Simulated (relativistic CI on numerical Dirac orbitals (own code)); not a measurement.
Hyperfine structure of Sb15+, mass number 121

Computed by Dirac-Coulomb-Breit CI, separate exchange-only KLI orbitals for each configuration, QED by a radiative potential, unscaled Slater integrals (own radial code, finite nucleus).

Configuration list (outside the closed core [Ar] 3d10): 4s2 4p6, 4s2 4p5 4d, 4s 4p6 4d, 4s2 4p5 4f, 4s 4p6 4f, 4s2 4p5 5s, 4s2 4p5 5p, 4s 4p6 5s, 4p6 4d2, 4p5 4d3, 4p5 4d2 4f, 4p5 4d2 5s, 4p5 4d2 5p, 4p6 4f2, 4p5 4d 4f2, 4p5 4f3, 4p5 4f2 5s, 4p5 4f2 5p. Double excitations out of closed p, d and f shells are left out; levels of such configurations are missing from the list, as are those of other unlisted configurations, and high levels can miss mixing partners.

Nuclear spin I = 5/2, μ = 3.358 μN, Q = -0.543 b (tables of Stone and Pyykkö). The electronic factors are computed for point nuclear moments, without core polarisation or the Bohr-Weisskopf and QED corrections.

```tsv
Level	E (cm⁻¹)	A (MHz)	B (MHz)
4s2 4p5 4d 3P°_1	566746	4122	-1650
4s2 4p5 4d 3P°_2	586540	4459	-927
4s2 4p5 4d 3F°_3	586577	9897	9320
4s2 4p5 4d 3F°_4	588122	6668	8550
4s2 4p5 4d 3D°_3	625325	5769	-3890
4s2 4p5 4d 3D°_1	654844	-3636	-2520
4s2 4p5 4d 3F°_2	670704	24020	-5600
4s2 4p5 4d 1P°_1	821877	-11300	277
```

Levels with J = 0, under 50 % of one LS term, or S terms without an open s electron are left out. Small factors come from cancelling terms and can be off by tens of per cent or more.

At this charge energies of transitions that change n are usually good to better than 1 %, and those within a shell (Δn = 0) to a few per cent. Levels and lines within the n = 5 or 6 shells can be off by up to 10 % or somewhat more, and those that change n by about 2 %, since core polarisation is missing.

Question: Give the hyperfine levels of 4s2 4p5 4d 3F°_3 relative to its centre of gravity.

Answer: With K = F(F + 1) − I(I + 1) − J(J + 1), E = AK/2 + B[¾K(K + 1) − I(I + 1)J(J + 1)]/[2I(2I − 1)J(2J − 1)]: F = 1/2: -93380, F = 3/2: -81050, F = 5/2: -59570, F = 7/2: -27540, F = 9/2: 17000, F = 11/2: 76560 MHz.

LS names give the leading component of a level, which can be under half, so a name can repeat, a term be missing and a line seem to break the LS rules.
